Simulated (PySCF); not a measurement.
## Structure from 2D NMR

Compound of formula C6H12Si. Correlations simulated from computed shifts and the bond graph:

HSQC (one-bond C–H):
```
  δH    δC
2.24  34.1
1.56  78.7
1.18  28.4
```

HMBC (two and three bonds, from the bond graph):
```
  δH                      δC
3.86        34.1, 28.4, 23.6
2.24  88.3, 78.7, 28.4, 23.6
1.56              88.3, 34.1
1.18        34.1, 28.4, 23.6
```

Carbons without hydrogens: δ 88.3, 23.6.

Single conformer, one averaged value for each set of equivalent atoms, non-relativistic Hamiltonian, in vacuum. PBE0/pcSseg-1 with gauge-including orbitals; structure optimised with GFN2-xTB; PySCF.

References, each an isolated molecule treated in the same way: ¹H, ¹³C against TMS.

Exchangeable hydrogens are left out of these lists.

Q: Assemble the structure.

A: `C#CCC(C)(C)[SiH3]`.

Numbering as in the mapped SMILES `[CH:1]#[C:2][CH2:3][C:4]([CH3:5])([CH3:6])[SiH3:7]`; H(Xn) means a hydrogen on atom n.

δC 88.3 is C2, an alkyne carbon. δC 78.7 is C1, a terminal alkyne carbon (δH 1.56). δC 34.1 is C3, a propargylic sp3 CH2 (δH 2.24). δC 28.4 is C5/C6, a methyl carbon (δH 1.18). δC 23.6 is C4, a fully substituted sp3 carbon bonded to Si. HMBC from δH 3.86 reaches the proton-free carbon C4. HMBC from δH 2.24 reaches the proton-free carbons C2, C4. HMBC from δH 1.56 reaches the proton-free carbon C2. HMBC from δH 1.18 reaches the proton-free carbon C4.

This is the structure that produced the data.

Shifts are as computed. Against solution values, carbons near 30 ppm lie about +3 ppm off and those near 130 ppm about +5 ppm. Of 1211 compounds with measured shifts, 218 miss one by over three times the rms of a fit or turn the order of signals round; such compounds aren't used in these exercises.
